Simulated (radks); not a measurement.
Initial-state core-level shifts of neutral iodine when its valence configuration changes from [Kr] 4d10 5s2 5p5. Method: scalar-relativistic Kohn-Sham, r2SCAN, spin-polarised, spherical densities, finite nucleus; open shells are filled with parallel spins first (spin-orbit coupling, left out, can overturn this in heavy ions); meta-GGA in the generalised Kohn-Sham scheme; Fermi nuclear charge, rms radius 4.75 fm; computed with a radial shooting solver on a logarithmic mesh with Libxc functionals. Shifts are changes of the shell-averaged eigenvalues in eV (positive: less bound); the change of the density at the nucleus, which sets a Mossbauer isomer shift, is in e/bohr^3, on a base of 2.569e+05.

4d10 5s1.5 5p5.5: 1s -0.748; 2p -0.730; 3s -0.737; 4p -0.717; density at nucleus -34.19
4d9 5s2 5p6: 1s -9.352; 2p -9.870; 3s -9.381; 4p -7.233; density at nucleus +27.82
4d9.5 5s1.5 5p6: 1s -5.384; 2p -5.620; 3s -5.392; 4p -4.326; density at nucleus -21.87
4d10 5s1 5p6: 1s -1.496; 2p -1.462; 3s -1.476; 4p -1.434; density at nucleus -68.23
4d9.5 5s2 5p5.5: 1s -4.656; 2p -4.909; 3s -4.674; 4p -3.632; density at nucleus +13.71
